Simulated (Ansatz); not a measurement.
Ansatz (a first-principles code) input:

Ansatz 0.2 input:
```yaml
crystal:
  periodic: [false, false, false]
  atoms:
    - {symbol: C, position_ang: [-2.45534767, -0.27260650, -0.44684165]}
    - {symbol: C, position_ang: [-1.53108820, 0.08178934, 0.41279488]}
    - {symbol: B, position_ang: [-0.01849907, 0.04078694, 0.11428229]}
    - {symbol: Cl, position_ang: [1.11811036, 0.54446856, 1.35778559]}
    - {symbol: Cl, position_ang: [0.61038207, -0.49431526, -1.43250425]}
    - {symbol: H, position_ang: [-3.53197302, -0.34057181, -0.50115910]}
    - {symbol: H, position_ang: [-1.84128785, 0.42893394, 1.40424554]}
basis:
  gaussian:
    orbitals: def2-TZVPD
hamiltonian:
  xc: {name: revPBE}
magnetization: {spin_polarized: true, initial_magnetization: 1}
output: {forces: true}
```

### Question
Predict the final energy.

### Answer
-1022.52017 Eh (revPBE/def2-TZVPD). The basis has 221 functions.

It need not be the lowest isomer of its formula.
